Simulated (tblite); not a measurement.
Species: C₆H₁₆N₂Si.
Geometry (GFN2-xTB, Å), atoms numbered from 1 in this order:
```xyz
25
C6H16N2Si angstrom
C      1.866    1.633    1.552
C      2.147    0.737    0.616
N      1.358   -0.338    0.243
Si     1.920   -1.526   -0.893
N      0.112   -0.405    0.902
C     -1.082   -0.009    0.147
C     -2.179    0.181    1.200
C     -1.537   -1.067   -0.870
C     -0.818    1.313   -0.571
H      0.958    1.584    2.123
H      2.551    2.430    1.772
H      3.069    0.788    0.054
H      3.353   -1.705   -0.674
H      1.176   -2.747   -0.583
H      1.678   -1.119   -2.286
H     -0.020   -1.338    1.281
H     -1.865    0.918    1.934
H     -2.377   -0.755    1.717
H     -3.100    0.519    0.732
H     -1.679   -2.030   -0.381
H     -2.481   -0.769   -1.319
H     -0.803   -1.185   -1.663
H     -0.035    1.194   -1.316
H     -0.501    2.070    0.140
H     -1.723    1.651   -1.070
```

Computed values, GFN2-xTB/tblite, gas phase, harmonic and unscaled. The method is semi-empirical: single wavenumbers can be off by several per cent or more. Modes of hydrogen on silicon can be 10 to 20 % off. One conformer, not necessarily the lowest.

Harmonic wavenumbers (cm⁻¹): 34.2, 106.0, 120.5, 152.6, 169.1, 177.3, 209.3, 221.5, 250.2, 254.9, 298.9, 348.3, 358.6, 403.3, 434.1, 462.5, 521.4, 563.9, 598.0, 651.1, 686.2, 772.5, 795.6, 804.5, 811.6, 812.6, 838.1, 938.1, 942.8, 957.4, 959.4, 996.6, 1022.8, 1031.2, 1046.8, 1126.5, 1207.3, 1230.9, 1233.5, 1256.5, 1311.2, 1378.4, 1397.4, 1399.5, 1403.6, 1422.2, 1479.8, 1488.6, 1491.0, 1495.9, 1502.2, 1509.3, 1699.0, 2180.1, 2259.9, 2280.2, 3016.7, 3029.5, 3031.9, 3036.3, 3038.0, 3043.0, 3045.7, 3052.0, 3059.3, 3060.6, 3129.3, 3160.0, 3331.3.

A = 1682, B = 1137, C = 811.8 MHz; mass 144.108 u (most abundant isotopes); point group C1, symmetry number 1.

Q: Zero-point energy?

A: ½Σν̃ = 45769 cm⁻¹ = 547.52 kJ/mol.

Q: Give the ideal-gas entropy at 298.15 K and 1 bar in the rigid-rotor, harmonic-oscillator model (classical rotation).

A: Translation 170.85, rotation 124.34, vibration 158.28: S = 453.5 J/(mol K).

Q: And Cp and H(298.15 K) − H(0)?

A: Cp = 208.90 J/(mol K), of which vibrations give 175.64 (their classical limit is 69 R = 573.7); H(298.15 K) − H(0) = 35.88 kJ/mol without the zero-point energy, 25.96 from vibrations.

Q: What must be added to the electronic energy to get the Gibbs energy at 298.15 K and 1 bar?

A: ZPE + [H(298.15 K) − H(0)] − T·S = 547.52 + 35.88 − 135.20 = 448.20 kJ/mol.

Q: How do the functions run with temperature in this model?

A: 
```
 T (K)  S (J/(mol K))  Cp (J/(mol K))  H − H(0) (kJ/mol)  G − H(0) (kJ/mol)  ln q(vib)
    50          249.0            55.3               2.08             -10.37       0.58
   100          298.9            92.1               5.78             -24.10       1.86
373.15          504.8           249.5              53.09            -135.27      11.20
   500          586.4           308.9              88.65            -204.54      15.63
   750          728.9           393.5             177.20            -369.44      24.05
  1000          850.3           450.0             283.08            -567.22      31.88
```

q(vib) and H(0) count from the zero-point level.

Q: Which modes carry the vibrational entropy at 298.15 K?

A: 34.2 cm⁻¹: 23.30; 106.0 cm⁻¹: 13.98; 120.5 cm⁻¹: 12.94; 152.6 cm⁻¹: 11.04; 169.1 cm⁻¹: 10.23; 177.3 cm⁻¹: 9.86 J/(mol K); the other 63 give 76.92 together.

Hindered rotation and anharmonicity are outside this model. Other conformers, if any are populated, would add a mixing term that is left out. The structure is chiral; the term R ln 2 for an equal mix with its mirror image is left out.
